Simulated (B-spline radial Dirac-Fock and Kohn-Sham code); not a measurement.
Atomic cadmium: differential elastic cross section for electrons at 24.4 keV

These are calculated numbers from a radial atomic solver; the model is relativistic (Dirac) partial waves in the static field of the Dirac-Fock atom with Furness-McCarthy exchange, without polarisation or absorption potentials.

| θ (°) | dσ/dΩ (a₀²/sr) | Sherman function |
| --- | --- | --- |
| 0 | 265 | 0.000 |
| 10 | 0.967 | 0.001 |
| 20 | 0.102 | 0.004 |
| 30 | 0.0275 | 0.008 |
| 40 | 0.0107 | 0.006 |
| 50 | 0.00519 | -0.004 |
| 60 | 0.00295 | -0.024 |
| 70 | 0.00187 | -0.049 |
| 80 | 0.00128 | -0.077 |
| 90 | 0.000927 | -0.102 |
| 100 | 0.000711 | -0.122 |
| 110 | 0.000570 | -0.133 |
| 120 | 0.000476 | -0.136 |
| 130 | 0.000412 | -0.129 |
| 140 | 0.000368 | -0.114 |
| 150 | 0.000338 | -0.092 |
| 160 | 0.000319 | -0.064 |
| 170 | 0.000308 | -0.033 |
| 180 | 0.000304 | 0.000 |

The total elastic cross section is 1.30 a₀², the first transport cross section 0.0203 a₀² and the second, weighted with (3/2) sin²θ, 0.0442 a₀². The mean deflection is ⟨1 − cos θ⟩ = 0.0157, and 0.25 % of the collisions scatter beyond 90°.

Phase shifts modulo π (rad) for κ = −1 to −5: 0.521, -0.482, -1.049, -1.419, 1.460.
